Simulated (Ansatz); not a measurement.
Gas-phase electronic energies from Ansatz, PBE0-D4/def2-TZVP geometries. CBS: MP2 limit from def2 TZ/QZ plus the TZ coupled-cluster correction, frozen cores. Each species was taken in one conformer, which may not be the lowest.

Reaction (substitution at a C–N bond): `BN(C=C)[SiH2][SiH3]` + `C1=CN1` → `C=CN1C=C1` + `BN[SiH2][SiH3]`

`BN(C=C)[SiH2][SiH3]`:

Cartesian coordinates in Å:
```
B 2.315 0.491 0.388
N 0.929 0.563 0.154
C 0.443 1.208 -0.992
C -0.836 1.399 -1.301
Si -0.222 -0.223 1.250
Si -1.387 -1.940 0.151
H 2.719 -0.067 1.363
H 3.059 0.992 -0.406
H 1.228 1.562 -1.654
H -1.097 1.903 -2.221
H -1.654 1.085 -0.663
H -1.174 0.789 1.784
H 0.580 -0.770 2.368
H -1.813 -2.946 1.163
H -2.600 -1.443 -0.550
H -0.491 -2.602 -0.835
```

`C1=CN1`:

```xyz
6

C     0.365   -0.324    0.565
C    -0.714    0.180    0.125
N     0.524    0.572   -0.631
H     0.996   -0.844    1.261
H    -1.755    0.442    0.140
H     0.584   -0.025   -1.460
```

`C=CN1C=C1`:

Z-matrix (Å, degrees):
```
C
C 1 1.326
H 1 1.082 2 121.1
H 1 1.085 2 121.5 3 -179.3
N 2 1.414 1 125.8 3 174.3
H 2 1.087 1 121.3 3 -0.5
C 5 1.491 2 115.7 1 29.7
C 5 1.489 2 116.6 1 86.5
H 7 1.074 5 138.7 2 -81.6
H 8 1.074 5 137.8 2 82.2
```

`BN[SiH2][SiH3]`:

Cartesian coordinates in Å:
```
B -2.022 -1.209 -0.172
N -0.644 -1.130 0.057
Si 0.499 -0.089 -0.765
Si 1.413 1.484 0.712
H -2.509 -0.523 -1.026
H -2.689 -1.955 0.487
H -0.272 -1.720 0.789
H 1.603 -0.912 -1.335
H -0.234 0.578 -1.869
H 0.354 2.390 1.233
H 2.047 0.787 1.865
H 2.452 2.300 0.025
```

```json
{"level": "SCS-MP2/def2-TZVPP", "ΔE (eV)": "-0.05"}
{"level": "CCSD/def2-TZVPP", "ΔE (eV)": "-0.03"}
```

Q: What does CCSD(T)/CBS give? (Estimate.)

A: Computed: -0.02 eV. The listed levels differ from it by -0.03, -0.01 eV.

Largest T1 diagnostic among the species: 0.014.

Leaving LDA and LC-ωPBE aside and taking each functional with its dispersion term where it has one, the values, not all of them listed here, spread over 0.09 eV, from B2PLYP to revPBE-D4. LDA lies +0.05 eV from PBE without D4. From BLYP to BHLYP (50 % exact exchange), in def2-TZVPP and without D4, ΔE moves by +0.03 eV. The D4 term adds +0.09 eV with B3LYP and +0.05 eV with PBE0; it sums over pairs of atoms, weighted by their polarisabilities, and B3LYP, whose exchange is more repulsive, gets the larger term.

B3LYP here is the variant with VWN-RPA as its local correlation; programs differ in this.
